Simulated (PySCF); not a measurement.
Job for PySCF: D3(BJ) and D4 dispersion corrections on H2 (SMILES [H][H]).

```python
from pyscf import gto
from pyscf.dispersion import dftd3, dftd4

mol = gto.M(
    atom='''
    H     0.00000000   -0.00000000    0.38043305
    H    -0.00000000    0.00000000   -0.38043305
    ''',
    basis='def2-svp',
    charge=0, spin=0, verbose=0, max_memory=1800)
d3, d4 = {}, {}
for xc in ['hf', 'pbe', 'blyp', 'revpbe', 'tpss', 'r2scan', 'b3lyp', 'pbe0', 'bhlyp', 'camb3lyp', 'b2plyp']:
    d3[xc] = float(dftd3.DFTD3Dispersion(mol, xc=xc, version='d3bj', atm=False).get_dispersion()['energy'])
    print(f'D3(BJ) {xc:10s} {d3[xc]:14.8f} Eh')
for xc in ['hf', 'pbe', 'blyp', 'revpbe', 'tpss', 'r2scan', 'b3lyp', 'pbe0', 'bhlyp', 'camb3lyp', 'b2plyp']:
    d4[xc] = float(dftd4.DFTD4Dispersion(mol, xc={'camb3lyp': 'cam-b3lyp'}.get(xc, xc), atm=True).get_dispersion()['energy'])
    print(f'D4     {xc:10s} {d4[xc]:14.8f} Eh')
```

It printed:

```
D3(BJ) hf            -0.00118730 Eh
D3(BJ) pbe           -0.00009280 Eh
D3(BJ) blyp          -0.00017923 Eh
D3(BJ) revpbe        -0.00028053 Eh
D3(BJ) tpss          -0.00010632 Eh
D3(BJ) r2scan        -0.00002179 Eh
D3(BJ) b3lyp         -0.00014246 Eh
D3(BJ) pbe0          -0.00006975 Eh
D3(BJ) bhlyp         -0.00009895 Eh
D3(BJ) camb3lyp      -0.00005141 Eh
D3(BJ) b2plyp        -0.00005648 Eh
D4     hf            -0.00039194 Eh
D4     pbe           -0.00007451 Eh
D4     blyp          -0.00018073 Eh
D4     revpbe        -0.00039653 Eh
D4     tpss          -0.00010149 Eh
D4     r2scan        -0.00001850 Eh
D4     b3lyp         -0.00011628 Eh
D4     pbe0          -0.00005928 Eh
D4     bhlyp         -0.00006434 Eh
D4     camb3lyp      -0.00005584 Eh
D4     b2plyp        -0.00005085 Eh
```

The run finished.

Cost: about 0.04 core-seconds (a rough figure).
